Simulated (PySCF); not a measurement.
Compound: C6H7NO.
Numbering: `[CH:1]#[C:2][C@H:3]([C:4]#[N:5])[CH2:6][O:7][CH3:8]` (hydrogens: H9 on C1; H10 on C3; H11, H12 on C6; H13, H14, H15 on C8)

Structure used (GFN2-xTB), in Å, numbered top down from 1:
```
atom  x, y, z in Å
C1    -3.022   -1.323   -0.484
C2    -2.136   -0.612   -0.109
C3    -1.050    0.258    0.310
C4    -1.304    1.598   -0.184
N5    -1.513    2.642   -0.596
C6     0.304   -0.254   -0.216
O7     1.323    0.464    0.430
C8     2.607    0.141   -0.037
H9    -3.803   -1.952   -0.792
H10   -1.001    0.299    1.406
H11    0.358   -0.118   -1.308
H12    0.390   -1.332   -0.002
H13    3.305    0.746    0.537
H14    2.828   -0.923    0.115
H15    2.710    0.375   -1.104
```

Vertical excitations from PySCF (density fitting, frozen core in the response, grid level 2 and gas phase unless stated; continuum runs use non-equilibrium linear response for the excitations) on a GFN2-xTB geometry. Reference run:

```tsv
settings	S1, eV (f)	S2, eV (f)	S3, eV (f)	S4, eV (f)	S5, eV (f)	S6, eV (f)	T1, eV (Tamm–Dancoff)	mean α (au)
PBE0/def2-SVPD, full TDDFT, 6 singlets	6.69 (0.001)	6.96 (0.004)	6.99 (0.002)	7.08 (0.008)	7.35 (0.020)	7.55 (0.012)	5.40	77.1
```

What do these settings give: X3LYP/def2-SVP, TDA, 12 singlets?

```csv
settings,"S1, eV (f)","S2, eV (f)","S3, eV (f)","S4, eV (f)","S5, eV (f)","S6, eV (f)","T1, eV (Tamm–Dancoff)",mean α (au)
"X3LYP/def2-SVP, TDA, 12 singlets",6.74 (0.001),6.96 (0.005),6.98 (0.001),7.11 (0.005),7.32 (0.026),7.64 (0.029),5.52,65.4
```

S1 moves by +0.05 eV; functional, basis and response scheme change together, so the shift can't be laid on one. States are counted by energy in each run and needn't keep their character from row to row.

Which orbital pairs make up S1 in each run, and how does it sit against the orbital gap?

```
                              settings              S1 configurations (weight)  S1 (eV)  orbital gap (eV)  S1 − gap (eV)
PBE0/def2-SVPD, full TDDFT, 6 singlets  H−1→L 0.50, H−1→L+1 0.15, H−2→L+2 0.11     6.69              8.22          -1.53
      X3LYP/def2-SVP, TDA, 12 singlets                H−1→L 0.67, H−2→L+1 0.11     6.74              8.02          -1.28
```

One conformer stands for the species.
